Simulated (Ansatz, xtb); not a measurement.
**Two structures of CH2AgN**

Structure X: `[H]/N=[CH]/[Ag]`, a singlet. Structure Y: a singlet given by its coordinates. Both are isolated molecules in the gas phase, relaxed with B3LYP-D3(BJ)/def2-SVP.

X (Å):

```xyz
5

C    -0.2138    0.8844   -1.2335
Ag   -1.9788   -0.2392   -1.3549
N     0.8200    0.5207   -1.8546
H    -0.2649    1.7947   -0.5984
H     1.6152    1.1638   -1.7072
```

Y (Å):

| atom | x (Å) | y (Å) | z (Å) |
| --- | --- | --- | --- |
| C | 0.0000 | 0.0000 | -0.5023 |
| Ag | 0.0000 | 0.0000 | 1.6006 |
| N | 0.0000 | 0.0000 | -1.6673 |
| H | 0.0000 | 0.0000 | -2.6735 |
| H | 0.0000 | 0.0000 | 3.2424 |

Close contacts (Å): C1–Ag2 2.10, C1–N3 1.16, Ag2–H5 1.64, N3–H4 1.01.

Energies in hartree; the thermal terms are from B3LYP-D3(BJ)/def2-SVP harmonic frequencies (ideal gas, rigid rotor, one conformer each, 400 K, 1 atm) and include the zero-point energy:

|  | X | Y |
| --- | --- | --- |
| E, CCSD(T)/def2-TZVPP | −240.629514 | −240.640526 |
| zero-point energy | 0.028900 | 0.023842 |
| H(400 K) − E | 0.035922 | 0.032649 |
| G(400 K) − E | −0.009677 | −0.013552 |

Problem. Work out ΔE, ΔE₀, ΔH and ΔG for X → Y in kJ/mol (1 Eh = 2625.50 kJ/mol) and the equilibrium ratio [Y]/[X].

Solution. 1. ΔE = −240.640526 − (−240.629514) = −0.011012 Eh = −28.91 kJ/mol.
2. ΔE₀ = ΔE + ΔZPE = −0.011012 + (−0.005058) Eh = −42.19 kJ/mol.
3. ΔH = ΔE + (−0.003273) Eh = −37.51 kJ/mol.
4. ΔG = ΔE + (−0.003875) Eh = −39.09 kJ/mol, so ΔS = (ΔH − ΔG)/T = +4.0 J/(mol K).
5. kT = 1.2667 mEh, so K = [Y]/[X] = exp(−ΔG/kT) = exp(+11.75) ≈ 1.3 × 10^5.

Structure Y is favoured at this temperature. An error of 4 kJ/mol in ΔG would change K by a factor of 3.3. r2SCAN-D4/def2-SVP found them nearly level. Large T1 diagnostics make the coupled-cluster value less sure. Mirror images and further conformers aren't counted.

Other levels gave ΔE = −87.2 (GFN2-xTB); −78.0 (HF/STO-3G, GFN2-xTB geometries); +1.1 (r2SCAN-D4/def2-SVP, GFN2-xTB geometries); −13.6 (B3LYP-D3(BJ)/def2-SVP); −26.5 (HF/def2-TZVPP); −42.7 (MP2/def2-TZVPP) kJ/mol. The correlated steps freeze 2 core orbitals; the last core shell of Ag is correlated, in a basis made for valence electrons. Atoms past krypton carry core potentials in the def2 sets, without spin–orbit terms. Programs: Ansatz 0.2.0, xtb 6.7.1.
